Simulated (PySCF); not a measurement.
Species: `C=CCN1[C@H](C)CCN1C`. The columns A, B, C and D hold Mulliken, IAO, Hirshfeld and ESP-fitted charges (e) of one PBE0/pcSseg-1 density (PySCF), in a shuffled order. Coordinates in Å (GFN2-xTB); the density's dipole moment is (-1.28, 0.83, -0.44) D.

```tsv
atom	x	y	z	A	B	C	D
C1	3.540	-0.971	0.488	-0.150	-0.110	-0.325	-0.508
C2	2.373	-0.904	-0.124	-0.218	-0.043	-0.122	+0.064
C3	1.545	0.337	-0.231	+0.054	-0.034	-0.146	-0.334
N4	0.196	0.099	0.262	-0.444	-0.052	-0.202	-0.179
C5	-0.651	1.304	0.270	-0.133	+0.017	-0.015	+0.442
C6	-0.948	1.724	1.705	-0.157	-0.127	-0.414	-0.700
C7	-1.911	0.925	-0.526	-0.199	-0.080	-0.287	-0.189
C8	-1.419	-0.273	-1.346	-0.005	-0.034	-0.165	-0.202
N9	-0.447	-0.934	-0.486	-0.449	-0.054	-0.189	-0.132
C10	-1.040	-1.903	0.418	-0.051	-0.083	-0.301	-0.497
H11	4.111	-1.883	0.528	+0.113	+0.043	+0.149	+0.181
H12	3.981	-0.114	0.970	+0.104	+0.040	+0.139	+0.194
H13	1.940	-1.771	-0.600	+0.114	+0.037	+0.154	+0.108
H14	1.980	1.135	0.376	+0.115	+0.043	+0.136	+0.176
H15	1.538	0.666	-1.288	+0.099	+0.025	+0.107	+0.124
H16	-0.131	2.127	-0.242	+0.106	+0.032	+0.114	-0.002
H17	-0.022	1.960	2.223	+0.112	+0.039	+0.142	+0.182
H18	-1.441	0.916	2.239	+0.107	+0.037	+0.141	+0.179
H19	-1.591	2.602	1.715	+0.102	+0.037	+0.133	+0.153
H20	-2.713	0.623	0.149	+0.114	+0.036	+0.130	+0.097
H21	-2.269	1.742	-1.147	+0.126	+0.043	+0.143	+0.065
H22	-0.900	0.071	-2.247	+0.120	+0.034	+0.135	+0.111
H23	-2.213	-0.959	-1.636	+0.116	+0.047	+0.142	+0.148
H24	-0.267	-2.229	1.110	+0.121	+0.040	+0.159	+0.179
H25	-1.379	-2.758	-0.166	+0.105	+0.040	+0.138	+0.180
H26	-1.884	-1.509	0.998	+0.080	+0.027	+0.103	+0.159
```

Question: Which column most likely holds the ESP-fitted charges?

Answer: D. Σ q r misses the density's dipole by 0.05 D (D), 0.42 D (C), 0.67 D (B), 1.04 D (A). Charges fitted to the outside potential are the only set here that is tied to the molecule's multipoles.

Question: And the Hirshfeld charges?

Answer: B. The mean sizes are 0.047 e (B), 0.139 e (A), 0.167 e (C), 0.211 e (D), and Hirshfeld charges are commonly the smallest of these schemes.

As computed, A = Mulliken, B = Hirshfeld, C = IAO, D = ESP-fitted. Hydrogens on carbon: Mulliken +0.08 to +0.13, Hirshfeld +0.02 to +0.05, IAO +0.10 to +0.16, ESP-fitted 0.00 to +0.19 e.

The IAO scheme counts the electrons in orthogonalised intrinsic atomic orbitals, a minimal basis polarised so that it spans the occupied orbitals exactly. The Hirshfeld scheme weights the molecular density at each point by an atom's share of the summed free-atom densities.

Isolated species at its GFN2-xTB geometry (one conformer only).
